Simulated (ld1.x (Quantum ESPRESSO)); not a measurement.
cobalt (Co): excitation energies, all-electron against TM

ld1.x (Quantum ESPRESSO) 7.5 input, shortened:

```
&input
   title='Co', zed=27., rel=1, dft='PBESOL', iswitch=3,
   config='[Ar] 3d7 4s2 4p0 4f-2'
 /
 &inputp
   pseudotype=2, tm=.true., lloc=1,
   nlcc=.true., new_core_ps=.true., rcore=1.60
 /
4
4S  1  0   2.00   0.00  2.60  2.60  0.0
3D  3  2   7.00   0.00  1.70  1.70  0.0
4F  4  3  -2.00  -0.05  2.30  2.30  0.0
4P  2  1   0.00   0.00  2.25  2.25  0.0
 &test
   configts(1)='3d7 4s2 4p0'
 /
```

Energies are relative to the spin-unpolarised reference configuration 3d7 4s2 4p0; without spin polarisation the order of configurations can differ from experiment. The frozen-core shift is the all-electron ΔE with the core orbitals held at their reference shape minus the fully relaxed ΔE.

```
valence configuration  charge  ΔE all-electron (eV)  error AE − PS (meV)  frozen-core shift (meV)
          3d7 4s0 4p0      +2                25.742                  -45                      +11
          3d6 4s0 4p0      +3                61.579                 -586                     +241
          3d6 4s2 4p0      +1                15.211                 -434                     +153
        3d7 4s1.5 4p0    +0.5                 3.613                 -3.0                     +0.7
          3d8 4s1 4p0       0                -1.214                 -228                      +69
          3d8 4s0 4p0      +1                 6.422                 -290                     +110
```

What are ΔE and the potential's error for 3d7 4s1 4p0?

ΔE = 9.045 eV all-electron; the error (AE − PS) is -12 meV.

Levels in the configuration 3d7 4s1 4p0:

```
level  all-electron (eV)  pseudo (eV)
   3d            -16.988      -17.028
   4s            -12.758      -12.782
```

Note: ghost state, extra bound levels that the all-electron valence spectrum of the same l lacks: s at -732.4 eV. A true bound ghost makes a file unfit for plane-wave use.
